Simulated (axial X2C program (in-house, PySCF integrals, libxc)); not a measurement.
The numbers below are computed, except where a source is named.
**AlBr⁻: input and output**

Program: an in-house relativistic program for diatomic molecules.

The run was started with this input:
```json
{"zs": [35, 13], "q": -1, "bas": ["dyall-acv3z", "dyall-av3z"], "levels": ["PBE0", "HF", "PBE50"], "cc": true, "r0": 2.4, "thr": -2.0, "nmax": 90, "npts": 10, "nst": 2, "ntry": 6}
```
```bash
python so2c.py task.json out
```

Keys: zs atomic numbers; q charge; bas basis sets; levels methods; cc coupled cluster on or off; r0 starting distance in Å; thr threshold in hartree for freezing inner shells (an s shell follows its p shell); nmax most natural virtual spinors; npts points on the curve; nst determinants followed; ntry starts of the search. HF also brings MP2.

Output of the HF step, 2c, at R = 2.482 Å for the state Ω = 1/2. It starts from PBE0 orbitals of this distance.

```
two-component X2C + atomic mean field  HF
basis functions 183  fitting functions 982  grid points 5079
iter        total energy     max residual
   1      -2845.993047916     1.92e-01
   2      -2846.012855155     4.27e-03
   3      -2846.013461516     2.12e-03
   4      -2846.013555716     7.19e-04
   5      -2846.013588168     4.12e-04
   6      -2846.013601751     2.75e-04
   7      -2846.013606616     1.97e-04
   8      -2846.013610165     8.66e-05
   9      -2846.013611206     3.45e-05
  10      -2846.013611466     1.12e-05
  11      -2846.013611495     3.38e-06
  12      -2846.013611498     1.86e-06
  13      -2846.013611499     8.74e-07
converged
one-electron -4162.11808219  Coulomb 1329.59539885  exact exchange -109.47861234  xc functional 0.00000000  nuclear repulsion 97.00871514  atomic mean-field constant -1.02103095
correlated 11  virtual 247  natural virtual 90  E(MP2) -0.232006445  MP2 remainder -0.010051336
iter   CCSD correlation   residual
   1     -0.239930924   1.28e-01
   2     -0.247596907   5.01e-02
   3     -0.248183969   1.80e-02
   4     -0.248273554   8.16e-03
   5     -0.248322854   2.51e-03
   6     -0.248321554   9.05e-04
   7     -0.248323451   3.73e-04
   8     -0.248325523   1.45e-04
   9     -0.248324608   5.40e-05
  10     -0.248324710   2.21e-05
  11     -0.248324545   9.51e-06
  12     -0.248324561   5.62e-06
(T) -0.011006184  T1 0.0219  D1 0.0403  max T2 0.104
```
Energies are in hartree; totals compare only within one Hamiltonian and basis. T1 in the output is the amplitude norm over the root of the electron number; divide by √2 for the Lee–Taylor value.
